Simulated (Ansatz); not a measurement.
One change: `[CH3][AlH][GeH3]` becomes `[CH3][AlH][SnH3]`.

Ansatz, PBE0-D4/def2-TZVP geometries, multiplicity 1. 

Elements past krypton have def2 core potentials. Scalar relativity is left out up to krypton.

```tsv
property	`[CH3][AlH][GeH3]`
LUMO energy (ωB97M-V/def2-TZVPP) / eV	-0.07
HOMO–LUMO gap (B3LYP/def2-TZVPP) / eV	5.28
HOMO–LUMO gap (ωB97M-V/def2-TZVPP) / eV	9.29
HOMO energy (PBE/def2-TZVPP) / eV	-6.28
size of the dipole moment (PBE/def2-TZVPP) / D	1.28
HOMO energy (B3LYP/def2-TZVPP) / eV	-7.15
```

(1) Give the same properties after the change, and the shifts. (Best estimate.)

Results:

(1) The calculation gave: 
```csv
property,`[CH3][AlH][SnH3]`,shift
LUMO energy (ωB97M-V/def2-TZVPP) / eV,-0.26,-0.19
HOMO–LUMO gap (B3LYP/def2-TZVPP) / eV,4.94,-0.34
HOMO–LUMO gap (ωB97M-V/def2-TZVPP) / eV,8.88,-0.41
HOMO energy (PBE/def2-TZVPP) / eV,-6.16,0.12
size of the dipole moment (PBE/def2-TZVPP) / D,1.61,0.33
HOMO energy (B3LYP/def2-TZVPP) / eV,-7.00,0.15
```

With PBE0 the HOMO rises by 0.16 eV and the LUMO falls by 0.19 eV, so the gap narrows by about 0.35 eV. PBE moves the HOMO by 0.12 eV and ωB97M-V by 0.22 eV. Dipoles are sizes alone; their direction can turn.

B3LYP here is the variant with VWN-RPA as its local correlation; programs differ in this.
